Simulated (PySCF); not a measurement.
Structure and vertical S1–T1 gap

Method used: TDA CAM-B3LYP/def2-SVP excited states, vertical, gas phase in PySCF 2.14.0. Geometry: GFN2-xTB.

Each molecule in one low-energy conformer. The parent is S=Cc1ccc2cccccc1-2.

Task: How does the vertical S1–T1 gap change along this series?
- S=Cc1ccc2cccccc1-2 (base)
- Oc1cc(C=S)c2cccccc1-2 (H replaced by OH)
- S=Cc1cc(-c2cccs2)c2cccccc1-2 (H replaced by 2-thienyl)

Result: 
```tsv
molecule	S1 (eV)	S1 from	f(S1)	T1 (eV)	T1 from	S1 − T1 (eV)	S0–T1 spin-orbit coupling (cm⁻¹)	S1–T1 spin-orbit coupling (cm⁻¹)
S=Cc1ccc2cccccc1-2	2.21	HOMO−1→LUMO+1 / HOMO−1→LUMO	0.000	1.80	HOMO−1→LUMO+1 / HOMO−1→LUMO	0.41	144.70	0.57
Oc1cc(C=S)c2cccccc1-2	2.15	HOMO−1→LUMO	0.000	1.55	HOMO→LUMO	0.60	2.81	85.39
S=Cc1cc(-c2cccs2)c2cccccc1-2	2.20	HOMO−1→LUMO	0.000	1.75	HOMO→LUMO	0.45	29.90	86.22
```
The vertical S1–T1 gap is lowest for S=Cc1ccc2cccccc1-2 and highest for Oc1cc(C=S)c2cccccc1-2.
